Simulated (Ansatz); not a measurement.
## Interaction energy ladder

The pair of OH⁻ (SMILES [OH-], atoms 1–2) and CH3I (SMILES CI, atoms 3–7), both closed shells, in one local arrangement (a lower one may exist), relaxed at PBE0-D4/def2-TZVPD:

```json
{"atom": "O1", "x (Å)": "-0.1041", "y (Å)": "-0.4134", "z (Å)": "-3.0666"}
{"atom": "H2", "x (Å)": "-0.0058", "y (Å)": "0.4909", "z (Å)": "-3.3787"}
{"atom": "C3", "x (Å)": "0.0289", "y (Å)": "0.0041", "z (Å)": "1.5214"}
{"atom": "I4", "x (Å)": "-0.0336", "y (Å)": "-0.1795", "z (Å)": "-0.7225"}
{"atom": "H5", "x (Å)": "-0.3147", "y (Å)": "-0.9312", "z (Å)": "1.9681"}
{"atom": "H6", "x (Å)": "1.0525", "y (Å)": "0.2082", "z (Å)": "1.8416"}
{"atom": "H7", "x (Å)": "-0.6234", "y (Å)": "0.8208", "z (Å)": "1.8368"}
```

Computed with Ansatz 0.2.0 (basis: def2-TZVPPD, with def2-QZVPPD for the basis limit); correlated methods freeze the cores. Filled d shells of the heavier atoms are correlated. Core potentials replace the inner electrons of the atoms past krypton. The def2 sets are not built for correlating such inner shells, so the correlated values are less sure here. B3LYP uses VWN-RPA correlation. Extrapolation: Hartree–Fock as exp(−7.88 √X), correlation as X^−2.97. Interaction energies count from these two fragments, frozen as in the pair, with the counterpoise correction; negative means bound.

(1) What is the interaction energy by CCSD(T) at an estimated basis limit (MP2 extrapolated from triple and quadruple zeta, plus CCSD(T) − MP2 in triple zeta)? (An estimate is asked for; the value comes from the calculation.)

(2) Which atoms make the shortest contact between the fragments?

T1 diagnostic: at most 0.026.

Results:

(1) Computed: -25.60 kcal/mol. Hartree–Fock alone gives -17.46 kcal/mol at the basis limit. It counts from the two fragments frozen as in the pair.

The same quantity by other methods in triple zeta, and each one's difference from that estimate:
| method | E_int (kcal/mol) | difference |
| --- | --- | --- |
| PBE-D4 | -29.90 | -4.30 |
| revPBE-D4 | -28.23 | -2.63 |
| BLYP-D4 | -26.12 | -0.53 |
| r2SCAN-D4 | -29.76 | -4.16 |
| B97M-V | -29.22 | -3.62 |
| PBE0-D4 | -28.99 | -3.39 |
| B3LYP-D4 | -26.21 | -0.61 |
| HSE06-D4 | -29.21 | -3.61 |
| wB97X-V | -25.05 | 0.55 |
| wB97M-V | -25.06 | 0.53 |
| B2PLYP | -23.90 | 1.69 |
| HF | -16.67 | 8.93 |
| MP2 | -22.58 | 3.02 |
| CCSD | -21.25 | 4.35 |
| CCSD(T) | -22.56 | 3.04 |
Differences are method less estimate.

(2) O1 and I4, 2.36 Å apart.

Energy to bend the free fragments (PBE0-D4 minima) into their shapes in the pair, CCSD(T)/def2-TZVPPD: OH⁻ 0.01 kcal/mol; CH3I 2.75 kcal/mol. This must be added to the interaction energy to get the binding energy from relaxed fragments.

Basis-set superposition shift (counterpoise-corrected less uncorrected): CCSD(T) 1.81; MP2 1.74; HF 0.06; PBE0-D4 0.22; wB97M-V 0.17 kcal/mol.

For scale, one of the runs: CCSD(T)/def2-TZVPPD, 204 basis functions, launched by `ansatz run in.yaml --threads 4 --pin off --events-out ev --progress --plain --max-ram 9574MiB`. Time: 24 s of wall clock on 4 CPU threads of an Intel Xeon 6975P-C; the host was shared. Peak host memory: 3.3 GiB.
